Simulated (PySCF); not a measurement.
**Excitation energy of Cl⁺ by level of theory**

Cl⁺ [Ne] 3s2 3p4 (3P) → Cl⁺ [Ne] 3s2 3p3 4s1 (5S), as a difference of total energies. Calculation: PySCF 2.14, in x2c-QZVPPall with one added diffuse shell each of s, p, d, f type (10s7p5d3f1g, 86 functions); scalar relativity by spin-free X2C-1e. Correlated levels: valence: [Ne] frozen. The calculations carry no spin-orbit coupling.

```
           method  excitation energy (eV)
              UHF                  12.618
    MP2 (valence)                  13.102
SCS-MP2 (valence)                  13.352
   CCSD (valence)                  13.234
CCSD(T) (valence)                  13.233
```

Errors of the correlated levels include the incompleteness of this basis and the frozen core.

Problem. Which method comes closest to the reference value, and which is furthest?

Solution. The reference is 13.333 eV (measured; NIST levels, between the centres of gravity of the two terms). Closest: SCS-MP2 (valence) (error 0.019 eV); furthest: UHF (error -0.715 eV).
